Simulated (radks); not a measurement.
Problem. Valence configurations of P2+ (all share [Ne]). Method: scalar-relativistic Kohn-Sham, r2SCAN, spin-polarised, spherical densities, finite nucleus; open shells are filled with parallel spins first; meta-GGA in the generalised Kohn-Sham scheme; Fermi nuclear charge, rms radius 3.1889 fm; computed with a radial shooting solver on a logarithmic mesh with Libxc functionals. Order these by energy: 3s1.5 3p1.5; 3s0.5 3p2.5; 3s1 3p2; 3p3; 3s2 3p1.

Solution. From the lowest, in eV above it: 3s2 3p1 0.000; 3s1.5 3p1.5 3.667; 3s1 3p2 6.062; 3s0.5 3p2.5 11.284; 3p3 16.497. NIST lists [Ne] 3s2 3p1 as the ground configuration; this level of theory agrees among the configurations tried. The energies are those of spherical high-spin densities, not of single terms.
